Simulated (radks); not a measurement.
The numbers below are computed, except where a source is named.
Ionisation ladder of zirconium, from Zr22+ to Zr39+. Each ion is in the ground configuration listed by NIST, and IE = E(next ion) - E(this ion), with E = 0 for the bare nucleus. Code: a radial shooting solver on a logarithmic mesh with Libxc functionals. Model: non-relativistic Kohn-Sham, PBE, spin-polarised, spherical densities, point nucleus; open shells are filled with parallel spins first (spin-orbit coupling, left out, can overturn this in heavy ions); relativity is left out, which matters for an element this heavy.

| species | configuration | IE, Delta-SCF (eV) | -e(HOMO) (eV) | HOMO | <r> HOMO (bohr) |
|---|---|---|---|---|---|
| Zr22+ | [Ar] | 1090.8 | 1063.9 | 3p | 0.407 |
| Zr23+ | [Ne] 3s2 3p5 | ? | 1117.6 | 3p down | 0.403 |
| Zr24+ | [Ne] 3s2 3p4 | 1197.6 | 1171.1 | 3p down | 0.399 |
| Zr25+ | [Ne] 3s2 3p3 | ? | 1240.6 | 3p up | 0.394 |
| Zr26+ | [Ne] 3s2 3p2 | 1325.0 | 1296.9 | 3p up | 0.390 |
| Zr27+ | [Ne] 3s2 3p1 | ? | 1353.0 | 3p up | 0.387 |
| Zr28+ | [Ne] 3s2 | 1495.2 | 1470.0 | 3s | 0.399 |
| Zr29+ | [Ne] 3s1 | 1555.6 | 1530.1 | 3s up | 0.396 |
| Zr30+ | [Ne] | 3780.2 | 3701.7 | 2p | 0.140 |
| Zr31+ | [He] 2s2 2p5 | 3937.0 | 3858.7 | 2p down | 0.139 |
| Zr32+ | [He] 2s2 2p4 | 4092.2 | 4015.1 | 2p down | 0.137 |
| Zr33+ | [He] 2s2 2p3 | 4305.1 | 4222.3 | 2p up | 0.135 |
| Zr34+ | [He] 2s2 2p2 | ? | 4388.0 | 2p up | 0.134 |
| Zr35+ | [He] 2s2 2p1 | 4633.9 | 4552.8 | 2p up | 0.133 |
| Zr36+ | [He] 2s2 | 4862.4 | 4801.6 | 2s | 0.156 |
| Zr37+ | [He] 2s1 | 5019.3 | 4958.1 | 2s up | 0.155 |
| Zr38+ | [He] | 21086 | 20841 | 1s | 0.0379 |
| Zr39+ | 1s1 | 21762 | 21514 | 1s up | 0.0375 |

Estimate the withheld Delta-SCF values.

Answer. Zr23+: 1144.4 eV (NIST 1145); Zr25+: 1268.8 eV (NIST 1277); Zr27+: 1380.7 eV (NIST 1392); Zr34+: 4470.5 eV (NIST 4553).
